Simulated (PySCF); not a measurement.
BeH2, SMILES [BeH2].

Geometry: PBE-D3(BJ)/def2-TZVPD. The isomer is the one that the SMILES or the coordinates give; other isomers of the formula were not compared.

Level of theory: TDDFT-LC-ωPBE/def2-TZVPD in PySCF.

Vertical excitations; the highest root listed may be one member of a degenerate set. Gas-phase values at a fixed geometry. State labels are in the subgroup D2h.

Task: Estimate the UV-visible absorptions. (An estimate is asked for; the answer gives what the named calculation found.)

Result: 
| state | symmetry | energy (eV) | λ (nm) | f | main pairs |
|---|---|---|---|---|---|
| S1 | B2g | 6.49 | 191 | 0.000 | HOMO→LUMO+1, HOMO→LUMO+5 (degenerate set) |
| S2 | B3g | 6.49 | 191 | 0.000 | HOMO→LUMO, HOMO→LUMO+4 (degenerate set) |
| S3 | B3u | 8.40 | 148 | 0.401 | HOMO−1→LUMO+1, HOMO−1→LUMO+5 (degenerate set) |
| S4 | B2u | 8.40 | 148 | 0.401 | HOMO−1→LUMO, HOMO−1→LUMO+4 (degenerate set) |
| S5 | B1u | 9.30 | 133 | 0.077 | HOMO→LUMO+2 87 % |
| S6 | Ag | 9.78 | 127 | 0.000 | HOMO→LUMO+3 88 % |
| S7 | B2g | 10.25 | 121 | 0.000 | HOMO→LUMO+5, HOMO→LUMO+1 (degenerate set) |
| S8 | B3g | 10.25 | 121 | 0.000 | HOMO→LUMO+4, HOMO→LUMO (degenerate set) |
| S9 | B1u | 10.31 | 120 | 0.693 | HOMO→LUMO+6 65 %, HOMO−1→LUMO+3 20 %, HOMO→LUMO+2 10 % |
| S10 | Ag | 10.59 | 117 | 0.000 | HOMO−1→LUMO+2 84 % |
| T1 | B2g | 5.74 | 216 | 0 | HOMO→LUMO+1, HOMO→LUMO+5 (degenerate set) |
| T2 | B3g | 5.74 | 216 | 0 | HOMO→LUMO, HOMO→LUMO+4 (degenerate set) |
| T3 | B3u | 6.58 | 188 | 0 | HOMO−1→LUMO+1, HOMO−1→LUMO+5 (degenerate set) |
| T4 | B2u | 6.58 | 188 | 0 | HOMO−1→LUMO, HOMO−1→LUMO+4 (degenerate set) |
Triplets are in the Tamm–Dancoff approximation, which puts them higher than full response would, so one can lie above its singlet here.
